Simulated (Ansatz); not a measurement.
Input file for Ansatz (a quantum-chemistry and plane-wave program): R-PBE/def2-TZVPP on BeH2O2 (SMILES [OH][Be][OH]), atoms moved off the minimum.

Ansatz 0.2 input:
```yaml
crystal:
  periodic: [false, false, false]
  atoms:
    - {symbol: Be, position_ang: [0.01285744, 0.01655850, 0.03108688]}
    - {symbol: O, position_ang: [0.82111952, 0.15864422, -1.15622614]}
    - {symbol: H, position_ang: [1.79291277, 0.05699659, -1.25230106]}
    - {symbol: O, position_ang: [-0.87700817, -0.09454833, 1.11216456]}
    - {symbol: H, position_ang: [-1.41624360, -0.81457570, 1.39470255]}
basis:
  gaussian:
    orbitals: def2-TZVPP
hamiltonian:
  xc: {name: PBE}
scf: {lower_state_search: off}
output: {forces: true}
```

The head of its log:

```
WARN ansatz: RAYON_NUM_THREADS=1 ignored (pool sized by the plan → 1); use --threads N
Functional definition: PBE
these checks for a lower state are left out or cut short: stability, starts, cluster_reference, orbital_swaps, neighbouring_geometries, increment
integrals: 0.02 GiB planned
561 factors; their error is unknown
mean field: 0.21 GiB planned
mean field evaluation 1: about -4514.1133 eV, gradient 9.3e1 eV
mean field evaluation 2: about -4442.5106 eV, gradient 2.0e2 eV
```

Question: What total energy does the run end on?

Answer: -166.3949 hartree.
